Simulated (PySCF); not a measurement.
F₆In₂, singlet (PBE0/def2-SVP optimised geometry):

```
8

In     1.317     1.022    -0.001
In    -1.317    -1.022     0.000
F     -0.793     1.022     0.000
F      1.944     1.508     1.758
F      1.943     1.507    -1.761
F      0.793    -1.022     0.000
F     -1.944    -1.508     1.759
F     -1.943    -1.508    -1.760
```

Method: PBE0/def2-TZVP, def2 effective core potentials past Kr run with PySCF.

**Question.** What are the frontier orbital energies and the dipole moment?

**Answer.** HOMO-2 -11.39 eV, HOMO-1 -11.38 eV, HOMO -11.38 eV, LUMO -3.79 eV, LUMO+1 -2.76 eV; dipole moment 0.00 D.

On the same geometry PBE/def2-TZVP, def2 effective core potentials past Kr run with PySCF gives HOMO-2 -9.36 eV, HOMO-1 -9.36 eV, HOMO -9.35 eV, LUMO -4.71 eV, LUMO+1 -3.76 eV; dipole moment 0.00 D.
